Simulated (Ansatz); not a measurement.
`[NH]=[Ta]([OH])([OH])[Cl]`. Charge 0, multiplicity 1. Ta takes the def2 core potential. Geometry: relaxed with PBE0-D4/def2-TZVP. It is one conformer, not always the lowest.

```xyz
8

N    -1.105   -0.235    0.987
Ta   -0.049    0.151   -0.367
O     1.246    1.418    0.204
O     0.850   -1.430   -0.917
Cl   -1.325    1.013   -2.107
H    -1.732   -0.445    1.744
H     1.348    1.855    1.050
H     0.766   -2.328   -0.596
```

Q: What is the dipole moment at B3LYP/def2-TZVPP? (An estimate is asked.)

A: Ansatz gave: 2.90 D, with components (0.69, -1.12, 2.59) D in this frame, pointing from negative to positive charge.

Q: And with PBE, r2SCAN, ωB97M-V? (Estimate.)

A: Computed: PBE 2.91 D, r2SCAN 2.95 D, ωB97M-V 2.90 D.

Q: Give the Mulliken charges with B3LYP, ωB97M-V, PBE in def2-TZVPP. (Estimate.)

A: Ansatz gave: 
| atom | B3LYP | ωB97M-V | PBE |
| --- | --- | --- | --- |
| N1 | -0.44 | -0.41 | -0.39 |
| Ta2 | 0.99 | 0.96 | 0.81 |
| O3 | -0.41 | -0.40 | -0.36 |
| O4 | -0.41 | -0.40 | -0.36 |
| Cl5 | -0.30 | -0.27 | -0.27 |
| H6 | 0.15 | 0.12 | 0.16 |
| H7 | 0.21 | 0.20 | 0.21 |
| H8 | 0.21 | 0.20 | 0.21 |

B3LYP here is the variant with VWN-RPA as its local correlation; programs differ in this.
